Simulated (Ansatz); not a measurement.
`[GeH3][SiH2][GeH3]` → `[SiH3][GeH3]` + `[GeH2]`  (germylene loss)

Calculated with Ansatz (gas phase, PBE0-D4/def2-TZVP geometries, no zero-point term in ΔE). CBS: MP2 limit from def2 TZ/QZ plus the TZ coupled-cluster correction, frozen cores. Functionals use def2-TZVPP. For Ge outer-core shells are correlated without core-valence functions, which leaves a few kJ/mol of doubt a bond. Scalar relativity is left out up to krypton.

Question: Is it downhill or uphill in electronic energy at CCSD(T)/CBS, and by how much? (Best estimate.)

Answer: Computed: Uphill: ΔE = +2.00 eV.

Question: What do these levels give: r2SCAN0-D4, BHLYP-D4, ωB97X-V, CAM-B3LYP, CCSD/def2-SVP, MP2/def2-QZVPP? (Estimate.)

Answer: The calculation gave: r2SCAN0-D4 2.18, BHLYP-D4 1.92, ωB97X-V 2.03, CAM-B3LYP 1.83, CCSD/def2-SVP 1.84, MP2/def2-QZVPP 2.16 eV.

Largest T1 diagnostic among the species: 0.012.

Leaving LDA and LC-ωPBE aside and taking each functional with its dispersion term where it has one, the values, not all of them listed here, spread over 0.48 eV, from BLYP-D4 to PBE-QIDH. LDA lies +0.44 eV from PBE without D4. The D4 term adds +0.14 eV with B3LYP and +0.08 eV with PBE0; it sums over pairs of atoms, weighted by their polarisabilities, and B3LYP, whose exchange is more repulsive, gets the larger term.

B3LYP here is the variant with VWN-RPA as its local correlation; programs differ in this.
